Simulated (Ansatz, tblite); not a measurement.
Forces on ScSi₄⁻ at its r2SCAN-D4/def2-SVPD geometry. Total charge -1; singlet.

The xTB rows come from tblite. The restricted singlet is unstable towards broken spin symmetry in Hartree–Fock (as tested in another run); at PBE-D4/def2-TZVPD this wasn't settled. No other spin state of charge -1 was run. Another isomer (singlet) lies 2.31 eV lower at PBE0-D4/def2-TZVPD; other spin states weren't run for this one.

GFN1-xTB (tblite), largest force 1.15 eV/Å:

```xyz
5
positions Å, forces eV/Å
Sc   -2.313   -0.318    1.944   -0.889    0.165    0.718
Si   -1.451    1.799    1.018   -0.247   -0.213    0.225
Si    1.308   -0.278   -1.054    0.078   -0.156   -0.049
Si    2.880   -1.023   -2.278    0.351   -0.092   -0.281
Si   -0.424   -0.181    0.369    0.707    0.296   -0.614
```

PBE-D4/def2-TZVPD (Ansatz), largest force 0.22 eV/Å:

```
Sc -0.066 -0.075 0.062
Si 0.011 0.136 -0.023
Si -0.092 0.087 0.067
Si 0.162 -0.075 -0.126
Si -0.016 -0.073 0.021
```
